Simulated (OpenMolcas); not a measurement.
Computed transition rates of Ag7+

* Program: OpenMolcas
* Method: MS-CASPT2, IPEA 0.25 Eh, imaginary shift 0.1 Eh (closed shells correlated: 4s 4p)
* Basis: ANO-RCC-VTZP [7s6p4d2f1g]
* Scalar Hamiltonian: DKH2, point nucleus
* Active space: 4 electrons in 10 orbitals (4d 5d)
* State averaging: 2S+1 = 5 even, 5 roots; 2S+1 = 3 even, 45 roots; 2S+1 = 1 even, 49 roots
* Spin-orbit coupling: RASSI with atomic mean-field integrals over the reference wave functions, term energies averaged over their components

Rates come from the transition moments of the reference wave functions (E1 and E2 in the length form). At fixed line strength A goes as λ^-3 for E1 and M1 and as λ^-5 for E2, so a rate at the computed wavelength can be rescaled to the measured one. Measured vacuum wavelengths follow from level energies in Atoms 5, 11 (2017), spectra Ag VII to Ag IX. Branching counts decays inside the model space alone, at computed energies, and the table is only a selection of the M1 lines, drawn from those between levels with measured partners whose computed energy lies within a factor of 1.5 of the measured one.

```tsv
Upper	Lower	Type	λ computed (nm)	λ measured (nm)	A computed (s-1)	A rescaled (s-1)	Branching %
4d4 3P0(1)	4d4 5D1	M1	486.5	500.8	3.64e+01		100.0
4d4 3P1(1)	4d4 5D2	M1	420.1	428.9	2.59e+01		89.1
4d4 3P1(2)	4d4 5D2	M1	160	166.2	1.56e+01		42.6
4d4 3D2 [70 %]	4d4 5D3	M1	291.4	302	1.14e+01		54.6
4d4 1G4(2)	4d4 3H5	M1	220.7	230.8	1.07e+01		27.0
4d4 3P2(1)	4d4 5D3	M1	362.8	372.6	9.92e+00		76.9
4d4 3D3	4d4 5D4	M1	322.8	339.7	8.26e+00		54.5
4d4 1F3	4d4 3D3	M1	635.4	661.2	6.11e+00		33.0
4d4 3F2(1)	4d4 5D2	M1	389.4	402.6	6.07e+00		55.2
4d4 3D1	4d4 5D0	M1	248.1	255.2	5.80e+00		25.7
4d4 3F2(1)	4d4 5D1	M1	363.8	374.4	4.23e+00		38.4
4d4 1I6	4d4 3H5	M1	714.3	741.1	4.02e+00		50.8
4d4 1I6	4d4 3H6	M1	830.9	865.1	3.86e+00		48.8
4d4 3D3	4d4 5D2	M1	284.3	297	3.54e+00		23.4
4d4 3G4 [61 %]	4d4 5D4	M1	377.1	396	3.14e+00		55.3
4d4 3H4 [69 %]	4d4 5D4	M1	587.9	630.6	2.46e+00		81.4
4d4 3G5	4d4 3H5	M1	1125	1133	1.95e+00		38.7
4d4 3G4 [61 %]	4d4 5D3	M1	348.8	364.9	1.43e+00		25.3
4d4 3G5	4d4 3H6	M1	1444	1451	1.18e+00		23.3
4d4 3H5	4d4 3H4 [69 %]	M1	3485	3392	5.06e-01	5.49e-01	85.3
4d4 5D3	4d4 5D2	M1	4897	4808	3.86e-01	4.08e-01	100.0
4d4 5D2	4d4 5D1	M1	5523	5342	3.26e-01	3.60e-01	100.0
4d4 5D4	4d4 5D3	M1	4643	4649	2.64e-01	2.63e-01	100.0
4d4 3H6	4d4 3H5	M1	5091	5168	1.35e-01	1.29e-01	99.6
4d4 5D1	4d4 5D0	M1	8012	7463	9.97e-02	1.23e-01	100.0
```

Spin-changing lines and M1 lines between different terms are not rescaled, since their strength hangs on the term gaps too.

The largest correction is for 4d4 5D1 → 4d4 5D0 (M1): 9.97e-02 × (8012 / 7463)^3 = 1.23e-01 s-1, a factor of 1.24.

The computed rate and branching of 4d4 5D1 → 4d4 5D0 give the upper level a radiative lifetime of 1.000 / 9.97e-02 s-1 = 1.00e+01 s, counting decays inside the model space alone. The rescaled rate gives about 8.1e+00 s.

The computed order of these levels differs from the measured one in 1 place, and where term gaps are wrong the rates of spin-changing lines can be off by large factors.

These are rates of the free ion; in crystals, glasses and complexes forced electric-dipole and non-radiative decay shorten such lifetimes by orders of magnitude. No measured rate stands beside these. Rescaling mends the energy factor alone: line strengths can still be far off where a level mixes with configurations outside the active space, and weak or spin-changing lines hang on small mixing coefficients that depend on the term gaps too, so rescaling need not improve them.

CASPT2 does not keep the components of a term degenerate, so their means are used; among the terms shown or strongly mixed into the levels shown the widest spread is 1000 cm-1 (4d4 1I). Active for correlation alone: 5d; no level in the range computed is led by a configuration that fills it, so any true level of that kind is missing. The CASPT2 spread within a term exceeds the gap to the next term for 4d4 3D and 4d4 1I, 4d4 1I and 4d4 1G(1), so the order of their levels is uncertain. Measured partners are found by configuration, term and J. A level has none where our copy of the source lacks it or the pairing is in doubt (some pairs that miss far off the trend of their configuration count as doubtful). Levels of configurations outside the active space are missing.

A share in square brackets marks a mixed level and gives the weight of the term that names it. A number in round brackets counts repeated terms of one configuration in the order of the reference energies.
